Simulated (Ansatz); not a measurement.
Gas-phase electronic energies from Ansatz, PBE0-D4/def2-TZVP geometries. CCSD(T)/CBS adds triple-zeta CCSD(T) − MP2 to the extrapolated MP2 energy (def2 sets, frozen cores). This one scheme is used for every species. Functionals use def2-TZVPP. One conformer a species, not always the lowest.

Reaction (silylene formation by 1,1-elimination): `[SiH3][SiH2]N[SiH2]Cl` → `N[SiH2][SiH3]` + `[SiH]Cl`

`[SiH3][SiH2]N[SiH2]Cl`:

```xyz
13

Si   -0.844    1.819   -0.176
Si    1.027    0.686    0.664
N     0.811   -1.037    0.550
Si   -0.358   -1.883   -0.361
Cl    0.142   -2.086   -2.353
H    -2.061    1.540    0.630
H    -0.542    3.275   -0.098
H    -1.105    1.459   -1.595
H     1.247    1.067    2.087
H     2.234    1.130   -0.090
H     1.576   -1.597    0.903
H    -1.622   -1.117   -0.332
H    -0.506   -3.255    0.171
```

`N[SiH2][SiH3]`:

Cartesian coordinates in Å:
```
N 0.312 -1.662 0.587
Si 0.112 0.027 0.873
Si -0.198 1.102 -1.183
H -0.356 -2.151 0.013
H 0.644 -2.256 1.330
H 1.350 0.515 1.540
H -1.028 0.401 1.769
H -1.331 0.476 -1.922
H 1.018 1.009 -2.035
H -0.524 2.539 -0.970
```

`[SiH]Cl`:

Cartesian coordinates in Å:
```
Si 0.421 0.519 -0.485
Cl -0.222 0.267 1.474
H -0.198 -0.786 -0.989
```

```csv
level,ΔE (kcal/mol)
PBE,58.4
SCS-MP2/def2-QZVPP,66.5
```

Q: What does CCSD(T)/CBS give? (Best estimate.)

A: Computed: +64.8 kcal/mol. The listed levels differ from it by -6.4, 1.7 kcal/mol.

Largest T1 diagnostic among the species: 0.013.

Leaving LDA and LC-ωPBE aside and taking each functional with its dispersion term where it has one, the values, not all of them listed here, spread over 10.0 kcal/mol, from BLYP-D4 to r2SCAN0-D4. LDA lies +9.6 kcal/mol from PBE without D4. From BLYP to BHLYP (50 % exact exchange), in def2-TZVPP and without D4, ΔE moves by +10.2 kcal/mol. The D4 term adds +5.5 kcal/mol with B3LYP and +3.1 kcal/mol with PBE0; it sums over pairs of atoms, weighted by their polarisabilities, and B3LYP, whose exchange is more repulsive, gets the larger term.

B3LYP here is the variant with VWN-RPA as its local correlation; programs differ in this.
